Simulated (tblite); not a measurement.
Parent: `[CH3:1][CH:2]([CH3:3])[N:4]1[NH:5][CH2:6][CH2:7][C@H:8]1[CH3:9]` with C1–C2–N4–N5 -167°, C2–N4–N5–C6 -99°, N4–N5–C6–C7 -37°, N5–C6–C7–C8 31°, C6–C7–C8–C9 -135°, C7H16N2.

Computed geometry: GFN2-xTB, gas phase. One conformer each, not checked by frequencies here.

```json
{"coordinate of the parent": "C1–C2", "value": "1.528 Å"}
{"coordinate of the parent": "C2–C3", "value": "1.526 Å"}
{"coordinate of the parent": "C2–N4", "value": "1.462 Å"}
{"coordinate of the parent": "N4–N5", "value": "1.425 Å"}
{"coordinate of the parent": "N5–C6", "value": "1.457 Å"}
{"coordinate of the parent": "C6–C7", "value": "1.533 Å"}
{"coordinate of the parent": "C7–C8", "value": "1.544 Å"}
{"coordinate of the parent": "C8–C9", "value": "1.526 Å"}
{"coordinate of the parent": "N4–C8", "value": "1.476 Å"}
{"coordinate of the parent": "C1–C2–C3", "value": "109.4°"}
{"coordinate of the parent": "C1–C2–N4", "value": "109.1°"}
{"coordinate of the parent": "C3–C2–N4", "value": "109.3°"}
{"coordinate of the parent": "C2–N4–N5", "value": "111.7°"}
{"coordinate of the parent": "C2–N4–C8", "value": "114.5°"}
{"coordinate of the parent": "N5–N4–C8", "value": "108.2°"}
{"coordinate of the parent": "N4–N5–C6", "value": "106.5°"}
{"coordinate of the parent": "N5–C6–C7", "value": "104.1°"}
{"coordinate of the parent": "C6–C7–C8", "value": "102.3°"}
{"coordinate of the parent": "C7–C8–C9", "value": "112.5°"}
{"coordinate of the parent": "N4–C8–C7", "value": "106.1°"}
{"coordinate of the parent": "N4–C8–C9", "value": "110.0°"}
```

Question: How does the shared frame change in `[CH3:1][CH2:2][CH2:3][N:4]1[NH:5][CH2:6][CH2:7][C@H:8]1[CH3:9]` with C1–C2–C3–N4 -65°, C2–C3–N4–N5 -67°, C3–N4–N5–C6 -102°, N4–N5–C6–C7 -36°, N5–C6–C7–C8 33°, C6–C7–C8–C9 -139°, C7H16N2? Atoms pair as C2 = C3, C3 = C2, N4 = N4, N5 = N5, C6 = C6, C7 = C7, C8 = C8, C9 = C9 (parent first).

Answer: 
| parent | relative | value in the relative | change |
| --- | --- | --- | --- |
| C2–C3 | C3–C2 | 1.526 Å | 0.000 |
| C2–N4 | C3–N4 | 1.453 Å | -0.009 |
| N4–N5 | N4–N5 | 1.428 Å | +0.003 |
| N5–C6 | N5–C6 | 1.457 Å | 0.000 |
| C6–C7 | C6–C7 | 1.533 Å | 0.000 |
| C7–C8 | C7–C8 | 1.541 Å | -0.003 |
| C8–C9 | C8–C9 | 1.525 Å | -0.001 |
| N4–C8 | N4–C8 | 1.476 Å | 0.000 |
| C3–C2–N4 | C2–C3–N4 | 110.1° | +0.8 |
| C2–N4–N5 | C3–N4–N5 | 110.5° | -1.2 |
| C2–N4–C8 | C3–N4–C8 | 114.1° | -0.4 |
| N5–N4–C8 | N5–N4–C8 | 108.8° | +0.6 |
| N4–N5–C6 | N4–N5–C6 | 106.5° | 0.0 |
| N5–C6–C7 | N5–C6–C7 | 104.1° | 0.0 |
| C6–C7–C8 | C6–C7–C8 | 102.0° | -0.3 |
| C7–C8–C9 | C7–C8–C9 | 113.1° | +0.6 |
| N4–C8–C7 | N4–C8–C7 | 105.8° | -0.3 |
| N4–C8–C9 | N4–C8–C9 | 109.7° | -0.3 |

Of the parent's bonds, C2–N4 changes most (-0.009 Å). Bonds of the relative outside the shared frame: C1–C2 1.523 Å. Point group C1 → C1.

Question: How does the shared frame change in `[CH3:1][CH2:2][N:3]1[NH:4][CH2:5][CH2:6][C@@H:7]1[CH3:8]` with C1–C2–N3–N4 65°, C2–N3–N4–C5 101°, N3–N4–C5–C6 36°, N4–C5–C6–C7 -33°, C5–C6–C7–C8 138°, C6H14N2? Atoms pair as C2 = C2, C3 = C1, N4 = N3, N5 = N4, C6 = C5, C7 = C6, C8 = C7, C9 = C8 (parent first).

Answer: 
| parent | relative | value in the relative | change |
| --- | --- | --- | --- |
| C2–C3 | C2–C1 | 1.522 Å | -0.004 |
| C2–N4 | C2–N3 | 1.453 Å | -0.009 |
| N4–N5 | N3–N4 | 1.428 Å | +0.003 |
| N5–C6 | N4–C5 | 1.457 Å | 0.000 |
| C6–C7 | C5–C6 | 1.533 Å | 0.000 |
| C7–C8 | C6–C7 | 1.541 Å | -0.003 |
| C8–C9 | C7–C8 | 1.525 Å | -0.001 |
| N4–C8 | N3–C7 | 1.477 Å | +0.001 |
| C3–C2–N4 | C1–C2–N3 | 110.0° | +0.7 |
| C2–N4–N5 | C2–N3–N4 | 110.5° | -1.2 |
| C2–N4–C8 | C2–N3–C7 | 114.1° | -0.4 |
| N5–N4–C8 | N4–N3–C7 | 108.7° | +0.5 |
| N4–N5–C6 | N3–N4–C5 | 106.5° | 0.0 |
| N5–C6–C7 | N4–C5–C6 | 104.2° | +0.1 |
| C6–C7–C8 | C5–C6–C7 | 102.1° | -0.2 |
| C7–C8–C9 | C6–C7–C8 | 113.0° | +0.5 |
| N4–C8–C7 | N3–C7–C6 | 105.8° | -0.3 |
| N4–C8–C9 | N3–C7–C8 | 109.7° | -0.3 |

Of the parent's bonds, C2–N4 changes most (-0.009 Å). Point group C1 → C1.

Question: How does the shared frame change in `[CH3:1][C@@H:2]1[CH2:3][CH2:4][NH:5][N:6]1[SiH3:7]` with C1–C2–C3–C4 -108°, C2–C3–C4–N5 -31°, C3–C4–N5–N6 39°, C4–N5–N6–Si7 167°, C4H12N2Si? Atoms pair as N4 = N6, N5 = N5, C6 = C4, C7 = C3, C8 = C2, C9 = C1 (parent first).

Answer: 
| parent | relative | value in the relative | change |
| --- | --- | --- | --- |
| N4–N5 | N6–N5 | 1.421 Å | -0.004 |
| N5–C6 | N5–C4 | 1.452 Å | -0.005 |
| C6–C7 | C4–C3 | 1.537 Å | +0.004 |
| C7–C8 | C3–C2 | 1.542 Å | -0.002 |
| C8–C9 | C2–C1 | 1.524 Å | -0.002 |
| N4–C8 | N6–C2 | 1.463 Å | -0.013 |
| N5–N4–C8 | N5–N6–C2 | 110.5° | +2.3 |
| N4–N5–C6 | N6–N5–C4 | 103.2° | -3.3 |
| N5–C6–C7 | N5–C4–C3 | 104.4° | +0.3 |
| C6–C7–C8 | C4–C3–C2 | 102.6° | +0.3 |
| C7–C8–C9 | C3–C2–C1 | 112.1° | -0.4 |
| N4–C8–C7 | N6–C2–C3 | 104.0° | -2.1 |
| N4–C8–C9 | N6–C2–C1 | 110.4° | +0.4 |

Of the parent's bonds, N4–C8 changes most (-0.013 Å). Bonds of the relative outside the shared frame: N6–Si7 1.714 Å. Point group C1 → C1.
